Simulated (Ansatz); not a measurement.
Basis-set series for AlH$_{5}$OSSi (`O[SiH]([AlH2])S`). The species carries charge 0 and has multiplicity 1. The structure was optimised at the PBE0-D4/def2-TZVP level. It is one conformer, not always the lowest.

| functional | basis | functions | energy (Eh) | HOMO (eV) | LUMO (eV) |
| --- | --- | --- | --- | --- | --- |
| PBE0-D4 | def2-SVP | 93 | -1007.59084 | -6.85 | -0.46 |
| PBE0-D4 | def2-TZVPP | 227 | -1008.01836 | -6.84 | -0.75 |
| ωB97M-V | def2-SVP | 93 | -1007.94890 | -8.78 | 1.42 |
| ωB97M-V | def2-TZVPP | 227 | -1008.37751 | -8.81 | 1.02 |

(1) Give the rows for def2-QZVPP. (Estimate.)

## Answers

(1) Computed: 
```tsv
functional	basis	functions	energy (Eh)	HOMO (eV)	LUMO (eV)
PBE0-D4	def2-QZVPP	417	-1008.05222	-6.86	-0.85
ωB97M-V	def2-QZVPP	417	-1008.40985	-8.83	0.64
```

Positive LUMOs are unbound and depend on the basis.
